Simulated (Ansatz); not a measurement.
Saddle point of BSiH6O2F, closed shell (BH₂O₂F ([OH][B]([OH])[F]) + SiH₄ → BSiH₅O₂ ([OH][B]([OH])[SiH3]) + HF; bonds formed: B1–Si6, F2–H5; bonds broken: B1–F2, H5–Si6), PBE0-D4/def2-TZVP structure:

```
11
angstrom
B -0.1979 0.7451 -0.1588
F 1.3821 1.1166 -0.7994
O -1.1306 0.8359 -1.1456
O -0.3426 1.4243 1.0211
H 1.0698 0.0497 -0.5276
Si 0.1717 -1.4463 0.1581
H -1.7294 1.5762 -1.0096
H 0.4431 1.4488 1.5701
H 0.4286 -2.3320 -1.0064
H -1.2163 -1.6442 0.6421
H 1.1216 -1.7742 1.2559
```

Energies are electronic, without zero-point energy. Barriers and step energies count from the start structure reached by relaxing down the imaginary mode; all methods use the PBE0-D4 structures, on which another method's saddle can fall below an end. Ansatz 0.2.0; basis: def2-TZVPP, with def2-QZVPP for the basis limit; cores frozen in the correlated methods. B3LYP uses VWN-RPA correlation. Extrapolation: Hartree–Fock as exp(−7.88 √X), correlation as X^−2.97.

```json
{"method": "SPW92", "barrier (kJ/mol)": "221.1", "step energy (kJ/mol)": "117.2"}
{"method": "PBE-D4", "barrier (kJ/mol)": "247.1", "step energy (kJ/mol)": "122.9"}
{"method": "BLYP-D4", "barrier (kJ/mol)": "277.6", "step energy (kJ/mol)": "137.2"}
{"method": "r2SCAN-D4", "barrier (kJ/mol)": "?", "step energy (kJ/mol)": "145.3"}
{"method": "B97M-V", "barrier (kJ/mol)": "?", "step energy (kJ/mol)": "152.3"}
{"method": "PBE0-D4", "barrier (kJ/mol)": "276.6", "step energy (kJ/mol)": "135.3"}
{"method": "B3LYP-D4", "barrier (kJ/mol)": "299.1", "step energy (kJ/mol)": "146.3"}
{"method": "r2SCAN0-D4", "barrier (kJ/mol)": "294.2", "step energy (kJ/mol)": "151.0"}
{"method": "BHLYP-D4", "barrier (kJ/mol)": "333.4", "step energy (kJ/mol)": "160.8"}
{"method": "CAM-B3LYP-D4", "barrier (kJ/mol)": "306.7", "step energy (kJ/mol)": "151.7"}
{"method": "wB97X-V", "barrier (kJ/mol)": "297.0", "step energy (kJ/mol)": "146.8"}
{"method": "wB97M-V", "barrier (kJ/mol)": "297.7", "step energy (kJ/mol)": "150.2"}
{"method": "B2PLYP", "barrier (kJ/mol)": "307.4", "step energy (kJ/mol)": "151.0"}
{"method": "PBE-QIDH", "barrier (kJ/mol)": "?", "step energy (kJ/mol)": "146.8"}
{"method": "RPA on PBE", "barrier (kJ/mol)": "304.9", "step energy (kJ/mol)": "149.7"}
{"method": "HF", "barrier (kJ/mol)": "405.7", "step energy (kJ/mol)": "191.8"}
{"method": "MP2", "barrier (kJ/mol)": "302.9", "step energy (kJ/mol)": "150.1"}
{"method": "CCSD", "barrier (kJ/mol)": "325.2", "step energy (kJ/mol)": "155.8"}
{"method": "CCSD(T)", "barrier (kJ/mol)": "308.3", "step energy (kJ/mol)": "149.4"}
```

Task: Fill in the withheld barriers. (An estimate is asked for; the value comes from the calculation.)

Result: By the calculation: B97M-V 296.5; r2SCAN-D4 273.8; PBE-QIDH 299.1 kJ/mol. Each is the energy of the saddle less that of the start structure, by the same method.

For comparison, the barrier by CCSD(T) at an estimated basis limit (MP2 extrapolated from triple and quadruple zeta, plus CCSD(T) − MP2 in triple zeta) is 306.0 kJ/mol.

No T1 diagnostic of these runs exceeds 0.014.

Labels in which every atom is bracketed show which atoms are joined, not bond orders.

For scale, one of the runs: CCSD(T)/def2-TZVPP, 250 basis functions, launched by `ansatz run in.yaml --threads 8 --pin off --events-out ev --progress --plain --max-ram 19148MiB`. Time: 81 s of wall clock on 8 CPU threads of an Arm Neoverse V1; the host was shared. Peak host memory: 5.6 GiB.
